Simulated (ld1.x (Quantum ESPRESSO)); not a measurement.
**Configuration tests for Os (TM)**

```json
{
 "Element": "osmium (Os)",
 "Generator": "ld1.x (Quantum ESPRESSO) 7.5",
 "Type": "norm-conserving Troullier–Martins (Kleinman–Bylander form)",
 "Functional": "PW91",
 "Relativity": "fully relativistic",
 "Frozen core": "[Xe] 4f14",
 "Valence charge": "8",
 "Reference configuration": "5d6 6s2 6p0",
 "Partial waves": "6s (bound): rc 1.80 bohr; 6p (bound, empty): rc 3.75 bohr; 5d (bound): rc 2.15 bohr",
 "Local potential": "the d channel",
 "Core correction": "a·sin(br)/r model core inside 1.10 bohr"
}
```

Open shells are filled in proportion to 2j + 1 (rel_dist='average').

Energies are relative to the spin-unpolarised reference configuration 5d6 6s2 6p0; without spin polarisation the order of configurations can differ from experiment. Not all tests gave a result: 2 of 7 tests not solved or not reliable. Left out of the table: 5d6 6s0 6p1 (solver errors, printed error -2.9 eV); 5d6 6s0 6p2 (solver errors, printed error -10.5 eV). The d channel is local and has no spin–orbit splitting in the pseudo-atom. The frozen-core shift is the all-electron ΔE with the core orbitals held at their reference shape minus the fully relaxed ΔE.

| valence configuration | charge | ΔE all-electron (eV) | error AE − PS (meV) | frozen-core shift (meV) |
| --- | --- | --- | --- | --- |
| 5d6 6s1 6p0 | +1 | 9.655 | -6.4 | +1.4 |
| 5d6 6s0 6p0 | +2 | 26.654 | -28 | +8.0 |
| 5d5 6s0 6p0 | +3 | 55.573 | -110 | +121 |
| 5d6 6s1 6p1 | 0 | 5.034 | +35 | +0.6 |

What are ΔE and the potential's error for 5d6.5 6s1.5 6p0?

ΔE = 0.053 eV all-electron; the error (AE − PS) is -17 meV.

Levels in the configuration 5d6 6s1 6p1:

```
   level  all-electron (eV)  pseudo (eV)
5d j=3/2             -8.600       -7.594
5d j=5/2             -7.526       -7.594
6s j=1/2             -7.413       -7.263
6p j=1/2             -2.630       -2.577
6p j=3/2             -1.969       -1.905
```

These tests converged, but a pseudo level misses the all-electron one widely, so the file describes the atom poorly there or has found another state: 5d6 6s0 6p0: empty 6p by 3.7 eV.

Note: ghost states, extra bound levels that the all-electron valence spectrum of the same l lacks: s at -39.0 eV, p3/2 at -10.9 eV, p1/2 at -1.34 eV. A true bound ghost makes a file unfit for plane-wave use. The potential misses its own reference levels by up to 0.6 eV.
